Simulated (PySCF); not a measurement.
CH2BF3O.
Cartesian coordinates in Å at the PBE0-D3(BJ)/def2-SVP level; atoms count from 1:
```xyz
8
CH2BF3O angstrom
F      1.2701   -1.0236   -0.5647
B      1.2624    0.2202   -0.1137
O      0.1591    0.7008    0.5100
C     -0.9551   -0.0642    0.7417
F     -0.8042   -0.7166    1.9009
F     -1.9947    0.7584    0.8557
H      2.2150    0.9340   -0.2613
H     -1.1445   -0.7972   -0.0601
```

Computed with PBE0-D3(BJ)/def2-SVP geometry optimisation, gas phase in PySCF 2.14.0.

Take the most abundant isotopes and a rigid rotor. The values belong to one conformer with, in the numbering `[F:1][BH:2][O:3][CH:4]([F:5])[F:6]`, F1–B2–O3–C4 2°, B2–O3–C4–F5 87°.

(1) Give the principal moments of inertia and the rotational constants in cm⁻¹.

(2) What kind of rotor is it?

(3) Is it planar, by Δ = Ic − Ia − Ib?

(4) Give the other two planar moments, Paa and Pbb, and the rms extents of the mass along the axes.

(5) Where do the levels up to J = 2 lie, in cm⁻¹?

(6) Predict some low-J microwave lines.

(7) Estimate the classical rotational partition function at 10 K, 298.15 K and 500 K.

Answers

(1) Ia = 67.96, Ib = 215.51, Ic = 246.18 u·Å²; 505379 MHz·u·Å²/I gives 7436, 2345 and 2053 MHz, that is A = 0.24804, B = 0.07822, C = 0.06848 cm⁻¹.

(2) An asymmetric top. Ray's parameter κ = (2B − A − C)/(A − C) = -0.891; −1 is the prolate and +1 the oblate limit.

(3) Not planar: Δ = Ic − Ia − Ib = -37.29 u·Å². For a rigid frame Δ = −2 Σ m c², so Σ m c² = 18.65 u·Å² lies off the ab plane: 2.89 from hydrogen and 15.76 from heavier atoms. The atom farthest from that plane is 1.27 Å away.

(4) Paa = Σ m a² = (Ib + Ic − Ia)/2 = 196.86 and Pbb = Σ m b² = (Ia + Ic − Ib)/2 = 49.32 u·Å². With the mass M = 98.02 u, the rms extents √(P/M) along a, b and c are 1.42, 0.71, 0.44 Å.

(5) Above 0(0,0):
J = 1: 1(0,1) 0.1467, 1(1,1) 0.3165, 1(1,0) 0.3263
J = 2: 2(0,2) 0.4397, 2(1,2) 0.6002, 2(1,1) 0.6294, 2(2,1) 1.1388, 2(2,0) 1.1393
Those of J = 1 are B + C, A + C and A + B.

(6) The dipole components are |μa| = 0.96 D, |μb| = 0.22 D, |μc| = 0.84 D. The squared components, which scale the intensities, stand as 1.00 : 0.05 : 0.78 (a : b : c). Some lines, for components of 0.1 D or more:

```json
{"type": "a", "branch": "Q", "J(Ka,Kc)": "3(1,2) ← 3(1,3)", "MHz": "1753", "lower level (cm⁻¹)": "1.025"}
{"type": "b", "branch": "R", "J(Ka,Kc)": "2(0,2) ← 1(1,1)", "MHz": "3693", "lower level (cm⁻¹)": "0.317"}
{"type": "b", "branch": "Q", "J(Ka,Kc)": "1(1,0) ← 1(0,1)", "MHz": "5383", "lower level (cm⁻¹)": "0.147"}
{"type": "b", "branch": "Q", "J(Ka,Kc)": "2(1,1) ← 2(0,2)", "MHz": "5687", "lower level (cm⁻¹)": "0.440"}
{"type": "b", "branch": "R", "J(Ka,Kc)": "1(1,1) ← 0(0,0)", "MHz": "9489", "lower level (cm⁻¹)": "0.000"}
{"type": "c", "branch": "R", "J(Ka,Kc)": "1(1,0) ← 0(0,0)", "MHz": "9781", "lower level (cm⁻¹)": "0.000"}
{"type": "a", "branch": "R", "J(Ka,Kc)": "3(1,3) ← 2(1,2)", "MHz": "12748", "lower level (cm⁻¹)": "0.600"}
{"type": "a", "branch": "R", "J(Ka,Kc)": "3(0,3) ← 2(0,2)", "MHz": "13145", "lower level (cm⁻¹)": "0.440"}
{"type": "a", "branch": "R", "J(Ka,Kc)": "3(2,2) ← 2(2,1)", "MHz": "13194", "lower level (cm⁻¹)": "1.139"}
{"type": "a", "branch": "R", "J(Ka,Kc)": "3(2,1) ← 2(2,0)", "MHz": "13243", "lower level (cm⁻¹)": "1.139"}
{"type": "b", "branch": "R", "J(Ka,Kc)": "2(1,2) ← 1(0,1)", "MHz": "13595", "lower level (cm⁻¹)": "0.147"}
{"type": "c", "branch": "R", "J(Ka,Kc)": "2(1,1) ← 1(0,1)", "MHz": "14471", "lower level (cm⁻¹)": "0.147"}
{"type": "c", "branch": "Q", "J(Ka,Kc)": "3(2,2) ← 3(1,2)", "MHz": "14842", "lower level (cm⁻¹)": "1.084"}
{"type": "b", "branch": "Q", "J(Ka,Kc)": "2(2,1) ← 2(1,2)", "MHz": "16149", "lower level (cm⁻¹)": "0.600"}
{"type": "b", "branch": "Q", "J(Ka,Kc)": "3(2,2) ← 3(1,3)", "MHz": "16595", "lower level (cm⁻¹)": "1.025"}
{"type": "b", "branch": "R", "J(Ka,Kc)": "2(2,1) ← 1(1,0)", "MHz": "24361", "lower level (cm⁻¹)": "0.326"}
{"type": "c", "branch": "R", "J(Ka,Kc)": "2(2,0) ← 1(1,0)", "MHz": "24373", "lower level (cm⁻¹)": "0.326"}
{"type": "c", "branch": "R", "J(Ka,Kc)": "2(2,1) ← 1(1,1)", "MHz": "24653", "lower level (cm⁻¹)": "0.317"}
{"type": "b", "branch": "Q", "J(Ka,Kc)": "3(3,0) ← 3(2,1)", "MHz": "26132", "lower level (cm⁻¹)": "1.581"}
{"type": "b", "branch": "Q", "J(Ka,Kc)": "3(3,1) ← 3(2,2)", "MHz": "26192", "lower level (cm⁻¹)": "1.579"}
{"type": "b", "branch": "R", "J(Ka,Kc)": "3(2,2) ← 2(1,1)", "MHz": "28467", "lower level (cm⁻¹)": "0.629"}
{"type": "c", "branch": "R", "J(Ka,Kc)": "3(2,2) ← 2(1,2)", "MHz": "29343", "lower level (cm⁻¹)": "0.600"}
{"type": "b", "branch": "R", "J(Ka,Kc)": "3(2,1) ← 2(1,2)", "MHz": "29404", "lower level (cm⁻¹)": "0.600"}
{"type": "b", "branch": "R", "J(Ka,Kc)": "3(3,1) ← 2(2,0)", "MHz": "39374", "lower level (cm⁻¹)": "1.139"}
{"type": "c", "branch": "R", "J(Ka,Kc)": "3(3,0) ← 2(2,0)", "MHz": "39374", "lower level (cm⁻¹)": "1.139"}
{"type": "c", "branch": "R", "J(Ka,Kc)": "3(3,1) ← 2(2,1)", "MHz": "39386", "lower level (cm⁻¹)": "1.139"}
{"type": "b", "branch": "R", "J(Ka,Kc)": "3(3,0) ← 2(2,1)", "MHz": "39386", "lower level (cm⁻¹)": "1.139"}
```

(7) Point group C1, symmetry number σ = 1; q = (√π/σ)·√((kT/h)³/(ABC)), k/h = 20836.6 MHz/K: 891 at 10 K, 145000 at 298.15 K, 315000 at 500 K.

Stationary, but not proved a minimum. No vibrational averaging or centrifugal distortion is included, and the geometry carries the error of its method. Quadrupole hyperfine structure (11B) is left out.

The run took 26 s of wall time on one thread of an x86-64 server, shared host. This is the geometry optimisation.
